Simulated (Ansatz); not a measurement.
A further run on GaH₃.

```yaml
crystal:
  periodic: [false, false, false]
  atoms:
    - {symbol: Ga, position_ang: [-0.000002, -0.000023, -0.000969]}
    - {symbol: H, position_ang: [1.562029, -0.028916, 0.014083]}
    - {symbol: H, position_ang: [-0.755833, 1.367211, -0.017820]}
    - {symbol: H, position_ang: [-0.806195, -1.338272, 0.004706]}
basis:
  gaussian: {orbitals: 6-31G}
hamiltonian: {xc: {name: HF}}
```

```sh
$ ansatz run in.yaml --threads 4 --pin off --events-out ev --progress --plain --max-ram 3916MiB
```

Output, abridged:

```
Functional definition: HF
347 factors; integrals over basis functions are off by at most 6.8e-4 eV
mean field evaluation 1: about -52371.2491 eV, gradient 8.4e0 eV
mean field evaluation 2: about -52371.2757 eV, gradient 8.5e0 eV
mean field evaluation 4: about -52371.5845 eV, gradient 1.5e0 eV
mean field evaluation 8: about -52371.5899 eV, gradient 2.5e-5 eV
mean field -52371.58993584 eV, -1924.6204314034 hartree, gradient 1.0e-5 eV, S^2 0.000000; 0 other end points of the search recorded, 0 dependent functions left out
reference -52371.58993584 eV, -1924.6204314034 hartree; 17, 17 occupied and 18, 18 virtual orbitals, 347 factors
Total energy: -52371.58993584 eV, -1924.6204314034 hartree
```

The 6-31G sets use Cartesian d functions.
